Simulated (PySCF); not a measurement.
# Adding and removing an electron: BrCl

RHF-CCSD(T); Br cc-pVDZ-PP with ECP10, Cl cc-pV(D+d)Z; scalar-relativistic core potentials (PySCF 2.14). Neutral (RHF): singlet (closed shell), Re = 2.189 Å, ωe = 409 cm⁻¹, De = 1.78 eV.

BrCl⁺ (UHF): doublet (π ↑), Re = 2.087 Å, ωe = 479 cm⁻¹, De = 2.35 eV to Br⁺ + Cl. The energies at the minima are -875.26339 hartree for BrCl and -874.86985 for BrCl⁺.

Work out the adiabatic ionisation energy, without and with harmonic zero-point energies (1 hartree = 27.2114 eV, 1 eV = 8065.5 cm⁻¹), and the change of the bond length.

At CCSD(T): 0.39354 hartree = 10.709 eV between the minima; the zero-point term (479.0 − 409.0)/2 cm⁻¹ = +0.004 eV makes it 10.713 eV. Re changes by -10.2 pm against the neutral. The electron leaves a π orbital, and the shorter bond of the ion fits an antibonding orbital, or a change in how ionic the bond is.

Correlated steps freeze 9 core orbitals. Correlated levels converge slowly with the basis: in double zeta they bind strong bonds too weakly, by up to about 1 eV, and carry superposition errors of some tenths. Spin–orbit coupling is left out. For an ion De counts to the pair picked by the measured ionisation energies or electron affinities, which need not be the lowest pair at this level. Where the molecule has an RHF reference, its open-shell atoms are computed with UHF. States were picked by a PBE0 search and need not be the measured ground states.

Neutral and ion stand on different kinds of reference determinant, which adds to the error of the difference.
